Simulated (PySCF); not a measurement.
B(AsH2)(F)2 (AsBF2H2), SMILES B(F)(F)[AsH2]. The structure is a stationary point at B3LYP-D3(BJ)/def2-SVP.

Method: B3LYP-D3(BJ)/def2-SVP run with PySCF.

Harmonic wavenumbers (cm⁻¹): 126, 221, 301, 428, 603, 683, 702, 994, 1223, 1411, 2197, 2213. Rotational constants (GHz): 9.567, 2.449, 1.982; symmetry number 1.

Q: Work out the zero-point energy and the ideal-gas rigid-rotor harmonic-oscillator thermochemistry at 298.15 K and 1 atm.

A: ZPE = ½ Σ hcν = ½ × 11103 cm⁻¹ = 66.41 kJ/mol. H − E(el) = 82.54 kJ/mol. Entropy in J/(mol K): translation 169.04, rotation 110.21, vibration 35.40, total 314.65. G − E(el) = -11.27 kJ/mol. Cp = 76.00 J/(mol K). Modes under 150 cm⁻¹ make the vibrational entropy uncertain.
